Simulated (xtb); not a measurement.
hydrogen chloride (HCl), singlet, at a GFN2-xTB geometry; GFN2-xTB in xtb 6.7.1.

The xtb input:
```
$ xtb mol.xyz --gfn 2 --grad --json

# file mol.xyz
2

Cl    -0.00000000    -0.00000000    -0.07094563
H      0.00000000     0.00000000     1.20607566
```

Output, abridged:

```
   ID    Z sym.   atoms
    1   17 Cl     1
    2    1 H      2

           -------------------------------------------------
          |                Calculation Setup                |
           -------------------------------------------------

           -------------------------------------------------
          |                 G F N 2 - x T B                 |
           -------------------------------------------------

          ...................................................
          :                      SETUP                      :
          :.................................................:
          :  # basis functions                  11          :
          :  # atomic orbitals                  10          :
          :  # shells                            4          :
          :  # electrons                         8          :
          :  max. iterations                   250          :
          :  Hamiltonian                  GFN2-xTB          :
          :  restarted?                      false          :
          :  GBSA solvation                  false          :
          :  PC potential                    false          :
          :  electronic temp.          300.0000000     K    :
          :  accuracy                    1.0000000          :
          :  -> integral cutoff          0.2500000E+02      :
          :  -> integral neglect         0.1000000E-07      :
          :  -> SCF convergence          0.1000000E-05 Eh   :
          :  -> wf. convergence          0.1000000E-03 e    :
          :  Broyden damping             0.4000000          :
          :  net charge                          0          :
          :  unpaired electrons                  0          :
          ...................................................

 iter      E             dE          RMSdq      gap      omega  full diag
   1     -5.0571708 -0.505717E+01  0.379E+00    9.16       0.0  T
   2     -5.0588279 -0.165706E-02  0.239E+00    9.01       1.0  T
   3     -5.0594934 -0.665527E-03  0.872E-01    8.92       1.0  T
   4     -5.0597519 -0.258418E-03  0.432E-01    9.01       1.0  T
   5     -5.0600241 -0.272205E-03  0.574E-02    9.17       1.2  T
   6     -5.0600274 -0.334306E-05  0.178E-02    9.18       4.0  T
   7     -5.0600275 -0.742571E-07  0.315E-03    9.18      22.5  T
   8     -5.0600275 -0.341596E-08  0.135E-04    9.18     524.4  T
   9     -5.0600275 -0.153300E-11  0.131E-05    9.18    5393.1  T

[...]
         :: total energy              -5.052813509016 Eh    ::
[...]
         3        2.0000           -0.4410267             -12.0009
         4        2.0000           -0.4410267             -12.0009 (HOMO)
         5                         -0.1037492              -2.8232 (LUMO)
         6                          0.0115854               0.3153
         7                          0.0115854               0.3153
         8                          0.0178436               0.4855
         9                          0.0178436               0.4855
        10                          0.2091761               5.6920
      -------------------------------------------------------------
                  HL-Gap            0.3372775 Eh            9.1778 eV
             Fermi-level           -0.2723880 Eh           -7.4121 eV

     #   Z          covCN         q      C6AA      α(0)
     1  17 Cl       0.844    -0.331   109.745    16.026
     2   1 H        0.844     0.331     0.629     1.243

 Mol. C6AA /au·bohr⁶  :        126.977562
 Mol. C8AA /au·bohr⁸  :       4959.450995
 Mol. α(0) /au        :         17.269310

Wiberg/Mayer (AO) data.
largest (>0.10) Wiberg bond orders for each atom

 ---------------------------------------------------------------------------
     #   Z sym  total        # sym  WBO       # sym  WBO       # sym  WBO
 ---------------------------------------------------------------------------
     1  17 Cl   0.890 --     2 H    0.890
     2   1 H    0.890 --     1 Cl   0.890
 ---------------------------------------------------------------------------

Topologies differ in total number of bonds
Writing topology from bond orders to xtbtopo.mol

molecular dipole:
                 x           y           z       tot (Debye)
 q only:        0.000       0.000       0.799
   full:       -0.000       0.000       0.414       1.053
molecular quadrupole (traceless):
                xx          xy          yy          xz          yz          zz
 q only:       -0.857       0.000      -0.857       0.000       0.000       1.714
  q+dip:       -1.070       0.000      -1.070       0.000       0.000       2.140
   full:       -1.329       0.000      -1.329      -0.000       0.000       2.659

           -------------------------------------------------
          | TOTAL ENERGY               -5.052813509016 Eh   |
          | GRADIENT NORM               0.000000269446 Eh/α |
          | HOMO-LUMO GAP               9.177789115150 eV   |
           -------------------------------------------------

normal termination of xtb
```
